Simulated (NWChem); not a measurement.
# bromine (Br₂); SMILES BrBr

Results from NWChem. The geometry was optimised at PBE0/def2-SVP.

For level B3LYP/def2-TZVP:

```
Item                         Result
---------------------------  ------
highest occupied level (eV)   -7.86
```

### Question
How do the values read with level B3LYP/def2-SVP instead?

### Answer
* **highest occupied level (eV)**: -7.68
